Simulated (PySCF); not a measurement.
Vibration and rotation of TlI

RHF-CCSD(T) constants of TlI, ¹Σ⁺ (singlet), closed shell (Tl def2-SVP with ECP60, I def2-SVP with ECP28; scalar-relativistic core potentials (PySCF 2.14); masses 204.9744 and 126.9045 u):

```
ωe              : 149.9 cm⁻¹
ωexe            : 0.246 cm⁻¹
Be              : 0.025884 cm⁻¹
αe              : 6.11e-05 cm⁻¹
D (centrifugal) : 3.09e-09 cm⁻¹
De to Tl + I    : 3.23 eV
```

(1) Give the band origin of the fundamental and the first lines of its P and R branches.

(2) Near which J would the R branch turn back, without centrifugal distortion?

Correlated steps freeze 8 core orbitals. Correlated levels converge slowly with the basis: in double zeta they bind strong bonds too weakly, by up to about 1 eV, and carry superposition errors of some tenths. These are scalar-relativistic numbers at best; spin–orbit coupling would shift them, the dissociation energy most. Where the molecule has an RHF reference, its open-shell atoms are computed with UHF.

## Answers

(1) ν0 = ωe − 2ωexe = 149.4 cm⁻¹, B0 = 0.025853, B1 = 0.025792 cm⁻¹.

```
J″  P(J″) − ν0  R(J″) − ν0
 0                   0.052
 1      -0.052       0.103
 2      -0.104       0.154
 3      -0.155       0.206
 4      -0.208       0.257
 5      -0.260       0.308
 6      -0.312       0.359
```

(2) At J ≈ (B0 + B1)/(2(B0 − B1)) − 1 ≈ 420.
